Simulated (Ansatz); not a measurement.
`O[SiH]1OCO1` → C• + 4 H• + 3 O• + Si•  (atomization)

Program: Ansatz. Geometries: PBE0-D4/def2-TZVP. ΔE: electronic, gas phase. CCSD(T)/CBS is the MP2 limit (def2-TZVPP, def2-QZVPP) plus CCSD(T) − MP2 in def2-TZVPP, frozen cores. This one scheme is used for every species, atoms too. Functionals use def2-TZVPP. Open shells (•) are unrestricted, without spin–orbit coupling. Spin–orbit coupling would lower the free atoms: a little for C, O, Si. One conformer a species, not always the lowest.

CCSD(T)/CBS gives +885.7 kcal/mol.

Q: Another level gave +883.8 kcal/mol. Which?
A. BHLYP-D4/def2-TZVPP
B. LC-ωPBE/def2-TZVPP
C. r2SCAN-D4/def2-TZVPP
D. PBE0-D4/def2-TZVPP

A: C. r2SCAN-D4 883.8, PBE0-D4 875.4, BHLYP-D4 840.6, LC-ωPBE 880.2 kcal/mol.

Largest T1 diagnostic among the species: 0.012.

From PBE to PBE0 (25 % exact exchange), in def2-TZVPP and without D4, ΔE moves by −23.1 kcal/mol: exact exchange takes away binding that semilocal exchange gives to molecules. The D4 term adds +6.5 kcal/mol with B3LYP and +3.3 kcal/mol with PBE0; it sums over pairs of atoms, weighted by their polarisabilities, and B3LYP, whose exchange is more repulsive, gets the larger term.

B3LYP here is the variant with VWN-RPA as its local correlation; programs differ in this.

For atomizations the MP2-based limit and the directly extrapolated one differ by several kJ/mol either way, and by 10 to 25 for some Ge, Se and Sn compounds, so smaller differences from it don't rank the levels.
